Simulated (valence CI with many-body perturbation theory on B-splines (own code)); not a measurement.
## E1 line list for Pt72+

Level of theory: configuration interaction combined with many-body perturbation theory (CI+MBPT): four valence electrons over a frozen Dirac-Fock core [He], a basis of 11 s, 11 p, 10 d, 8 f, 5 g, 2 h functions for each j, with the one-electron correlation potential Σ1 (screened to all orders), the two-electron term Σ2, the three-electron term Σ3, Breit, model QED; selected single and double excitations, second order for the rest, scaled by the run's own slope (own B-spline code, finite nucleus).

No measured spectrum was set against this ion. As an estimate, large intervals hold to a few tenths of a per cent, small ones and those within an open d or f shell to about a per cent. Among the levels kept, up to 1400 cm⁻¹ of a level comes from second order outside the variational space, and about a tenth of that is noise between levels of different J, which matters for small intervals.

Lines 101 to 150 of 600 in falling wavelength, among levels below 16769 eV, chosen from the strongest by gf and those to the six lowest levels. Wavelengths and rates use the calculated energies. Electric multipoles are in the length gauge, E1 and E2 with the static RPA response of the core. Weak lines are less certain than strong ones. Lines between different terms over intervals too small for the method are left out, as are lines whose strength nearly cancels. The highest levels of a list are the least certain.

Levels are named by their leading jj configuration (3d3/2^4 stands for four electrons in 3d with j = 3/2), which in mixed levels can hold well under half, so a name can repeat and another be missing. Letters in brackets count levels of one name in rising energy.

```
λ vac (Å)                           Upper                           Lower   A (s⁻¹)  log gf  Branch %
    19.78  (2s 2p1/2 2p3/2 3d3/2) J=3 [a]  (2s 2p1/2 2p3/2 3p1/2) J=2 [a]  1.35e+12   -0.26       0.2
    19.78      (2s 2p3/2^2 3d3/2) J=2 [c]      (2s 2p3/2^2 3p1/2) J=1 [b]  6.12e+11   -0.75       0.0
    19.77  (2s 2p1/2 2p3/2 3d3/2) J=2 [a]  (2s 2p1/2 2p3/2 3p1/2) J=1 [a]  7.49e+11   -0.66       0.1
    19.76          (2s^2 2p1/2 3d3/2) J=2          (2s^2 2p1/2 3p1/2) J=1  1.49e+12   -0.36       0.4
    19.76      (2s 2p3/2^2 3d3/2) J=2 [c]      (2s 2p3/2^2 3p1/2) J=1 [a]  4.07e+11   -0.92       0.0
    19.75  (2s 2p1/2 2p3/2 3p3/2) J=2 [b]     (2s 2p1/2 2p3/2 3s) J=2 [b]  1.51e+12   -0.36       0.4
    19.73          (2s^2 2p3/2 3p3/2) J=1             (2s^2 2p3/2 3s) J=1  1.85e+12   -0.49      11.3
    19.72      (2s 2p3/2^2 3p3/2) J=2 [b]         (2s 2p3/2^2 3s) J=2 [b]  3.74e+11   -0.96       0.4
    19.72      (2s 2p1/2 2p3/2 3d3/2) J=4      (2s 2p1/2 2p3/2 3p1/2) J=3  1.47e+12   -0.11       3.2
    19.70       (2p1/2 2p3/2^2 3p3/2) J=3      (2p1/2 2p3/2^2 3s) J=2 [a]  2.14e+12   -0.06       0.4
    19.66          (2s^2 2p3/2 3d3/2) J=1          (2s^2 2p3/2 3p1/2) J=1  1.25e+12   -0.66       0.1
    19.66       (2p1/2 2p3/2^2 3p3/2) J=2      (2p1/2 2p3/2^2 3s) J=2 [a]  9.73e+11   -0.55       0.1
    19.65  (2s 2p1/2 2p3/2 3d3/2) J=1 [a]  (2s 2p1/2 2p3/2 3p1/2) J=1 [a]  1.29e+12   -0.65       0.3
    19.64  (2s 2p1/2 2p3/2 3p3/2) J=3 [c]     (2s 2p1/2 2p3/2 3s) J=2 [c]  1.99e+12   -0.09       0.7
    19.64  (2s 2p1/2 2p3/2 3p3/2) J=2 [c]     (2s 2p1/2 2p3/2 3s) J=1 [c]  1.97e+12   -0.24       0.5
    19.64       (2p1/2^2 2p3/2 3d3/2) J=1       (2p1/2^2 2p3/2 3p1/2) J=1  1.25e+12   -0.66       0.2
    19.62  (2s 2p1/2 2p3/2 3d3/2) J=1 [c]      (2s 2p1/2 2p3/2 3p1/2) J=0  9.78e+11   -0.77       0.1
    19.61      (2s 2p3/2^2 3d3/2) J=1 [c]      (2s 2p3/2^2 3p1/2) J=1 [a]  8.18e+11   -0.85       0.0
    19.54       (2p1/2^2 2p3/2 3p3/2) J=3          (2p1/2^2 2p3/2 3s) J=2  2.13e+12   -0.07       0.4
    19.45          (2s^2 2p3/2 3p3/2) J=3             (2s^2 2p3/2 3s) J=2  2.38e+12   -0.02      17.6
    19.45          (2s 2p3/2^2 3p3/2) J=4             (2s 2p3/2^2 3s) J=3  2.38e+12    0.09      23.3
    19.45  (2s 2p1/2 2p3/2 3d3/2) J=3 [b]      (2s 2p1/2 2p3/2 3p1/2) J=3  7.75e+11   -0.51       0.0
    19.41  (2s 2p1/2 2p3/2 3p3/2) J=3 [a]     (2s 2p1/2 2p3/2 3s) J=2 [a]  2.35e+12   -0.03       3.4
    19.41  (2s 2p1/2 2p3/2 3p3/2) J=2 [a]     (2s 2p1/2 2p3/2 3s) J=1 [a]  9.30e+11   -0.58       0.2
    19.33      (2s 2p3/2^2 3p3/2) J=3 [a]             (2s 2p3/2^2 3s) J=3  1.37e+12   -0.27       0.5
    19.33      (2s 2p3/2^2 3p3/2) J=2 [b]         (2s 2p3/2^2 3s) J=1 [a]  1.66e+12   -0.33       1.7
    19.33  (2s 2p1/2 2p3/2 3p3/2) J=3 [b]     (2s 2p1/2 2p3/2 3s) J=2 [b]  8.70e+11   -0.47       0.2
    19.32      (2s 2p3/2^2 3p3/2) J=2 [c]         (2s 2p3/2^2 3s) J=2 [b]  6.22e+11   -0.76       1.0
    19.30      (2s 2p1/2 2p3/2 3p3/2) J=4         (2s 2p1/2 2p3/2 3s) J=3  2.12e+12    0.03      36.3
    19.25  (2s 2p1/2 2p3/2 3p3/2) J=1 [b]     (2s 2p1/2 2p3/2 3s) J=2 [b]  2.07e+12   -0.46       0.3
    19.19  (2s 2p1/2 2p3/2 3d3/2) J=2 [b]      (2s 2p1/2 2p3/2 3p1/2) J=3  4.29e+11   -0.93       0.0
    19.16      (2s 2p3/2^2 3p3/2) J=2 [c]         (2s 2p3/2^2 3s) J=1 [b]  8.58e+11   -0.63       1.3
    19.09  (2s 2p1/2 2p3/2 3p3/2) J=2 [d]     (2s 2p1/2 2p3/2 3s) J=2 [c]  1.00e+12   -0.56       0.3
    19.06          (2s^2 2p1/2 3p3/2) J=2             (2s^2 2p1/2 3s) J=1  2.50e+12   -0.17      32.8
    19.04      (2s 2p3/2^2 3p3/2) J=1 [b]         (2s 2p3/2^2 3s) J=1 [a]  8.28e+11   -0.87       0.1
    19.03          (2s^2 2p1/2 3p3/2) J=1             (2s^2 2p1/2 3s) J=1  8.90e+11   -0.84      14.9
    19.00  (2s 2p1/2 2p3/2 3p3/2) J=0 [a]     (2s 2p1/2 2p3/2 3s) J=1 [a]  2.25e+12   -0.91       0.3
    18.97  (2s 2p1/2 2p3/2 3p3/2) J=1 [c]     (2s 2p1/2 2p3/2 3s) J=1 [c]  1.10e+12   -0.75       0.3
    18.94      (2s 2p3/2^2 3p3/2) J=2 [c]         (2s 2p3/2^2 3s) J=1 [a]  7.98e+11   -0.67       1.3
    18.92          (2s^2 2p1/2 3p3/2) J=1             (2s^2 2p1/2 3s) J=0  1.75e+12   -0.55      29.2
    18.89       (2p1/2^2 2p3/2 3p3/2) J=2          (2p1/2^2 2p3/2 3s) J=1  1.24e+12   -0.48       0.2
    18.89  (2s 2p1/2 2p3/2 3p3/2) J=2 [b]         (2s 2p1/2 2p3/2 3s) J=3  6.02e+11   -0.79       0.2
    18.86          (2s 2p1/2^2 3p3/2) J=2             (2s 2p1/2^2 3s) J=1  2.43e+12   -0.19       4.2
    18.84      (2s 2p3/2^2 3p3/2) J=2 [a]         (2s 2p3/2^2 3s) J=2 [a]  1.90e+12   -0.30       0.3
    18.81  (2s 2p1/2 2p3/2 3p3/2) J=2 [d]     (2s 2p1/2 2p3/2 3s) J=1 [b]  1.52e+12   -0.39       0.5
    18.75          (2s^2 2p3/2 3p3/2) J=2             (2s^2 2p3/2 3s) J=1  1.40e+12   -0.43       9.2
    18.74  (2s 2p1/2 2p3/2 3p3/2) J=1 [c]         (2s 2p1/2 2p3/2 3s) J=0  1.30e+12   -0.69       0.4
    18.71          (2s 2p1/2^2 3p3/2) J=1             (2s 2p1/2^2 3s) J=1  9.25e+11   -0.84       0.1
    18.60       (2p1/2^2 2p3/2 3p3/2) J=2          (2p1/2^2 2p3/2 3s) J=2  1.23e+12   -0.49       0.2
    18.56  (2s 2p1/2 2p3/2 3p3/2) J=1 [d]     (2s 2p1/2 2p3/2 3s) J=1 [b]  1.66e+12   -0.59       2.7
```
